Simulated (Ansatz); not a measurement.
Si25PH36. Charge 0, multiplicity 2. Geometry PBE-D4/def2-SVP.

Cartesian coordinates in Å:
```
P -0.083 -0.085 0.049
Si 1.476 -3.222 3.653
Si 1.390 -4.172 -0.239
Si 2.082 0.482 4.632
Si 2.461 3.123 1.695
Si 2.703 1.905 -1.961
Si 2.092 -0.604 0.934
Si -1.420 -1.823 0.680
Si -0.928 1.409 1.555
Si -0.975 0.673 -2.052
Si -1.339 -3.036 -2.895
Si -4.533 -0.719 -2.197
Si -0.188 4.226 -0.886
Si -3.943 2.992 -1.236
Si 2.648 -1.244 3.132
Si 2.799 -2.309 -0.521
Si 1.682 -4.891 1.991
Si -0.865 -3.650 -0.671
Si 3.178 1.377 0.289
Si 2.952 2.561 3.931
Si 0.163 3.468 1.315
Si -0.269 -1.033 -3.507
Si 0.457 2.509 -2.361
Si -3.212 1.197 -2.574
Si -3.653 -2.671 -3.199
Si -2.433 4.805 -1.316
H 2.011 -3.799 4.942
H 0.024 -2.889 3.877
H 1.800 -5.306 -1.152
H 2.645 0.173 5.998
H 0.583 0.564 4.765
H 3.184 4.405 1.348
H 3.564 3.089 -2.339
H 3.093 0.753 -2.854
H -1.159 -2.062 2.142
H -2.841 -1.362 0.505
H -0.724 0.797 2.915
H -2.405 1.496 1.278
H -0.924 -4.173 -3.802
H -4.690 -0.924 -0.713
H -5.913 -0.499 -2.771
H 0.676 5.450 -1.097
H -4.119 2.525 0.185
H -5.286 3.477 -1.727
H 4.132 -1.521 3.271
H 4.204 -2.719 -0.152
H 2.807 -1.838 -1.952
H 3.087 -5.436 2.092
H 0.730 -6.023 2.300
H -1.737 -4.820 -0.277
H 4.673 1.210 0.442
H 4.455 2.481 4.053
H 2.473 3.655 4.855
H -0.418 4.433 2.323
H 1.230 -1.182 -3.487
H -0.689 -0.683 -4.914
H 0.337 3.015 -3.781
H -3.363 1.599 -4.028
H -4.435 -3.873 -2.724
H -3.880 -2.537 -4.687
H -2.879 5.886 -0.360
H -2.489 5.374 -2.713
```

Single mean-field runs in def2-SVP, def2-mTZVP are fitted with def2-universal-jkfit.

(1) Estimate the α-spin orbital energies around the gap (eV) in Ansatz with HF/STO-3G, HF/def2-SVP, PBE-D4/def2-SVP, r2SCAN-D4/def2-mTZVP, PBE0-D4/def2-SVP.

Answers

(1) 
| orbital | HF/STO-3G | HF/def2-SVP | PBE-D4/def2-SVP | r2SCAN-D4/def2-mTZVP | PBE0-D4/def2-SVP |
| --- | --- | --- | --- | --- | --- |
| HOMO−9 | -7.31 | -10.16 | -6.81 | -7.11 | -7.85 |
| HOMO−8 | -7.29 | -10.15 | -6.76 | -7.08 | -7.81 |
| HOMO−7 | -7.09 | -10.02 | -6.70 | -7.00 | -7.73 |
| HOMO−6 | -7.01 | -9.93 | -6.67 | -6.95 | -7.68 |
| HOMO−5 | -6.89 | -9.83 | -6.57 | -6.85 | -7.58 |
| HOMO−4 | -6.70 | -9.66 | -6.36 | -6.66 | -7.36 |
| HOMO−3 | -6.53 | -9.53 | -6.34 | -6.61 | -7.32 |
| HOMO−2 | -6.40 | -9.45 | -6.31 | -6.58 | -7.29 |
| HOMO−1 | -6.30 | -9.37 | -6.23 | -6.50 | -7.20 |
| HOMO | -1.84 | -5.96 | -3.85 | -4.04 | -4.51 |
| LUMO | 7.78 | 1.46 | -2.30 | -2.20 | -1.65 |
| LUMO+1 | 8.35 | 1.65 | -2.04 | -1.97 | -1.38 |
| LUMO+2 | 8.47 | 1.72 | -2.02 | -1.94 | -1.38 |
| LUMO+3 | 8.56 | 1.81 | -1.87 | -1.78 | -1.19 |
| LUMO+4 | 8.59 | 2.00 | -1.76 | -1.74 | -1.15 |
| LUMO+5 | 8.97 | 2.08 | -1.75 | -1.67 | -1.07 |
| β HOMO | -6.19 | -9.35 | -6.21 | -6.47 | -7.18 |
| β LUMO | 6.27 | 0.69 | -3.32 | -3.18 | -2.63 |
